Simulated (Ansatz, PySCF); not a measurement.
C₃H₉OSi, SMILES [Si](C)(OC)C, multiplicity 2. Atoms are numbered in the order given.

```xyz
14

C      2.0251    -0.9918     0.3758
O      1.1643     0.1123     0.4981
Si    -0.3306     0.2973    -0.2510
C     -1.0487     1.8824     0.4731
C     -1.4430    -1.1857     0.1488
H      2.3865    -1.1227    -0.6617
H      1.5416    -1.9372     0.6881
H      2.9026    -0.8311     1.0223
H     -2.0315     2.1057     0.0284
H     -1.1763     1.7701     1.5643
H     -0.3829     2.7402     0.2925
H     -1.5454    -1.2947     1.2437
H     -1.0433    -2.1291    -0.2549
H     -2.4478    -1.0362    -0.2784
```
Charge 0, spin multiplicity 2.

The structure is a stationary point at B3LYP-D3(BJ)/def2-SVP. The isomer is the one that the SMILES or the coordinates give; other isomers of the formula were not compared. The values are those of a single conformer.

Two levels are set side by side: PBE-D3(BJ)/def2-SVP (Ansatz, an electronic-structure program) and B3LYP-D3(BJ)/def2-SVP (Ansatz). Each level has its own optimised geometry; the coordinates shown are those of the second. Frequencies come from the Hessian of PySCF at each geometry. Differences are taken from unrounded values.

```csv
quantity,B3LYP-D3(BJ),PBE-D3(BJ),PBE-D3(BJ) minus B3LYP-D3(BJ)
mean bond length (Å),1.292,1.300,0.008
bond C1–O2 (Å),1.405,1.410,0.005
bond O2–Si3 (Å),1.682,1.697,0.015
bond Si3–C4 (Å),1.885,1.889,0.004
bond Si3–C5 (Å),1.896,1.901,0.005
bond C1–H6 (Å),1.106,1.115,0.009
bond C1–H7 (Å),1.107,1.116,0.009
bond C1–H8 (Å),1.102,1.110,0.008
bond C4–H9 (Å),1.102,1.109,0.007
bond C4–H10 (Å),1.104,1.111,0.007
bond C4–H11 (Å),1.101,1.108,0.007
bond C5–H12 (Å),1.105,1.112,0.007
bond C5–H13 (Å),1.101,1.108,0.007
bond C5–H14 (Å),1.102,1.109,0.007
highest harmonic wavenumber (cm⁻¹),3133,3088,-45
mean harmonic wavenumber (cm⁻¹),1398,1362,-36
zero-point energy (kcal/mol),71.94,70.07,-1.87
```

Exact exchange shortens and stiffens bonds; PBE has none. Differences between two approximate levels are no errors against the true value.
